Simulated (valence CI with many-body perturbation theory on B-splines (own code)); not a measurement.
# Questions on Cs¹³⁺

Method: valence CI with perturbative core correlation (CI+MBPT): six valence electrons over a frozen Dirac-Fock core [Kr], a basis of 7 s, 7 p, 8 d, 6 f, 4 g, 1 h functions for each j, with the one-electron correlation potential Σ1, the two-electron term Σ2, the three-electron term Σ3, Breit, model QED; selected CI, second order for the rest, scaled by the run's own slope (own B-spline code, finite nucleus).

No measured levels were compared; by estimate terms of the open shell hold to 2 to 4 % of their energy, and close levels can change places. Core correlation moves these levels by up to 9100 cm⁻¹, and in measured spectra 5 to 20 % of such shifts remained as error; rates that hang on mixing are uncertain with them. Among the levels kept, up to 1000 cm⁻¹ of a level comes from second order outside the variational space, and about a tenth of that is noise between levels of different J, which matters for small intervals. The list stops below the first excitations out of the core. Only levels of the ground parity were solved; by the run's estimate the other parity begins above the list, which can be wrong where configurations are misplaced.

Names give the largest LS component (configuration and term), which can be under half, so a name can repeat, a term be missing and a line seem to break the LS rules; names also repeat where a configuration has a term twice.

Rates and lifetimes use the calculated energies. Strong lines usually hold to 10 to 20 %, long lifetimes can be off by a factor of two.

Task: What is the ground level?

Result: 4d6 5D_4, composition 82 % 4d6 5D + 14 % 4d6 3F, g = 1.452.

Task: How well does LS coupling describe the low levels?

Result: Among the lowest 20 levels the leading LS term, summed over configurations, holds 65 % on average. For single configurations the figures are 64 % in LS and 69 % in jj coupling. Terms mix most in the J = 4 level at 30498 cm⁻¹, where the leading one holds 27 %.

Task: How is the term 5D of the ground level split?

Result: J = 4 at 0.0, J = 2 at 11275, J = 3 at 11959, J = 1 at 17396, J = 0 at 18138 cm⁻¹.

Task: What is the ionisation energy?

Result: 318.1 eV; NIST lists 316 ± 3 eV (theoretical).

Task: Name the longest-lived excited levels whose lifetime is computed, and their main decay.

Result: 4d6 5D_2 at 11275 cm⁻¹ lives 2230 s, mostly by E2 to 4d6 5D_4; 4d6 5D_0 at 18138 cm⁻¹ lives 18.6 s, mostly by M1 to 4d6 5D_1. The lifetime of 4d6 3H_6 is too uncertain to give, and may be longer.
